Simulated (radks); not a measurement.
The numbers below are computed, except where a source is named.
Dipole-allowed excitations along the series with 30 electrons in [Ar] 3d10 4s2. Code: a radial shooting solver on a logarithmic mesh with Libxc functionals. Model: scalar-relativistic Kohn-Sham, LDA (Slater exchange, VWN5 correlation), spin-unpolarised, spherical densities, finite nucleus; Fermi nuclear charge, rms radius of each element as measured or else 0.836 A^(1/3) + 0.57 fm. Time-dependent linear response with the Hartree and adiabatic LDA kernel, continuum included through the Sternheimer equations, no spin-orbit coupling, so fine structure and intercombination lines are absent. Lines are the poles of the dipole polarisability below minus the highest occupied eigenvalue, found on a grid refined at the orbital gaps; the lowest seven at most are given, and weak or close lines can be missed. The first line takes the name of the lowest orbital gap if no other gap lies below it; otherwise a line is named after a gap within 0.6 % of it, if that gap stands alone.

| species | -e(HOMO) (eV) | lowest orbital gap (eV) | first line (eV) | f | static alpha (bohr^3) |
|---|---|---|---|---|---|
| Tc13+ | 304.99 | 4s-4p 33.360 | 39.943 (4s-4p) | 1.34 | 0.6846 |
| Rh15+ | 379.55 | 4s-4p 38.255 | 45.533 (4s-4p) | 1.30 | 0.5099 |
| Pd16+ | 419.63 | 4s-4p 40.806 | 48.430 (4s-4p) | 1.28 | 0.4442 |
| Ag17+ | 461.58 | 4s-4p 43.433 | 51.403 (4s-4p) | 1.27 | 0.3890 |
| Cd18+ | 505.41 | 4s-4p 46.141 | 54.458 (4s-4p) | 1.25 | 0.3423 |

Estimate the first line of Ru14+, its oscillator strength and the static polarisability.

Answer. 42.706 eV (4s-4p), f = 1.32, alpha = 0.5889 bohr^3.
